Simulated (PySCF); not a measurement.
## Electronic absorption of C4H3FN2Si

Compound: C4H3FN2Si.
SMILES: `N#C[SiH2]/C=C(/F)C#N`

Computed, not measured: TDDFT CAM-B3LYP/def2-SVPD, vertical, gas phase, core orbitals frozen in the response (PySCF 2.14.0, density-fitted response routines). The structure is a single GFN2-xTB conformer in the gas phase; no vibrational or solvent corrections. Torsions of this conformer, `[N:1]#[C:2][SiH2:3]/[CH:4]=[C:5](/[F:6])[C:7]#[N:8]`: C2–Si3–C4–C5 -152°.

| state | E (eV) | λ (nm) | ν̃ (cm⁻¹) | f | \|μ\| (D) | main configurations (H = HOMO, L = LUMO) |
| --- | --- | --- | --- | --- | --- | --- |
| S1 | 6.02 | 206.1 | 48520 | 0.355 | 3.94 | H→L (93%) |
| S2 | 6.48 | 191.4 | 52240 | 0.0039 | 0.40 | H→L+2 (72%), H→L+1 (10%) |
| S3 | 6.75 | 183.6 | 54470 | 0.0028 | 0.33 | H-4→L (64%), H-3→L (10%) |
| S4 | 6.99 | 177.5 | 56350 | 0.0026 | 0.32 | H-2→L (50%), H-7→L (9%), H-2→L+3 (8%) |
| S5 | 7.23 | 171.5 | 58300 | 0.0037 | 0.37 | H-1→L+1 (31%), H-1→L (12%), H-7→L (9%) |
| S6 | 7.38 | 168.1 | 59490 | 0.0009 | 0.18 | H→L+1 (46%), H-2→L+3 (14%), H-1→L+3 (11%) |
| S7 | 7.43 | 166.8 | 59960 | 0.0086 | 0.55 | H-1→L (25%), H→L+1 (18%), H-1→L+3 (18%) |
| S8 | 7.55 | 164.3 | 60870 | 0.0014 | 0.22 | H-2→L+3 (29%), H-1→L+1 (16%), H-7→L (11%) |

Triplets, Tamm–Dancoff:

```tsv
state	E (eV)	λ (nm)	main configurations (H = HOMO, L = LUMO)
T1	3.56	347.9	H→L (93%)
T2	5.96	208.1	H-1→L+3 (24%), H-2→L+1 (20%), H-1→L (8%)
T3	6.03	205.6	H→L+2 (50%), H-4→L (19%)
```

The lowest singlet lies at 6.02 eV (206 nm, ultraviolet) and is strong; its leading configuration is HOMO→LUMO (93%). The lowest level is also the most intense of those listed (f = 0.355). Löwdin shares by element: HOMO carbon 55% or more, nitrogen 14% or more, fluorine 10% (atoms not listed hold the other 21%); LUMO carbon 61% or more, nitrogen 15% or more (atoms not listed hold the other 24%). The listed states span 1.53 eV, and the widest gap between neighbours is 0.46 eV (S1 to S2). Of the 8 states listed, 1 reaches f = 0.01 and none stays under 0.0005. Weighted by f, the mean energy of these states is 6.09 eV. No computed singlet lies in the visible range (380 to 750 nm); the lowest, at 206 nm, stands 2.75 eV above its violet end (3.26 eV). Singlets were solved by full linear response, triplets in the Tamm–Dancoff approximation.

The run took 72 s of wall time (grids of density and orbitals included) on Arm Neoverse N1, one thread, shared host, and the process peaked at 0.86 GiB of memory.
